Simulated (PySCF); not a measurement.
# Radial density of Ba(29+) (barium, charge +29)

UHF, [Ar] 3d9, 2D determinant. All numbers are calculated (PySCF 2.14, no relativity, point nucleus, in an even-tempered Gaussian basis (17 s from 3.9 bohr⁻², ratio 2.5; 11 p from 5 bohr⁻², ratio 2.5; 8 d from 5 bohr⁻², ratio 2.5; 4 f from 24 bohr⁻², ratio 2.7; 3 g from 36 bohr⁻², ratio 2.7)).

```csv
r (bohr),4πr²ρ (e/bohr),4πr²(ρα − ρβ)
0.000425,0.2685,0.0000
0.000715,0.7352,0.0000
0.00120,1.970,0.0000
0.00202,5.083,0.0000
0.00340,12.32,-0.0001
0.00573,26.91,-0.0002
0.00963,49.37,-0.0003
0.0162,68.57,-0.0001
0.0272,66.50,0.0052
0.0458,65.52,0.0700
0.0771,90.84,0.5733
0.130,69.79,2.4954
0.218,70.61,4.2201
0.367,35.39,1.6041
0.617,1.287,0.0567
1.04,0.001772,0.0001
```

A non-relativistic calculation at this Z misses sizeable relativistic shifts. Spin-orbit coupling, absent here, splits the open shell strongly.
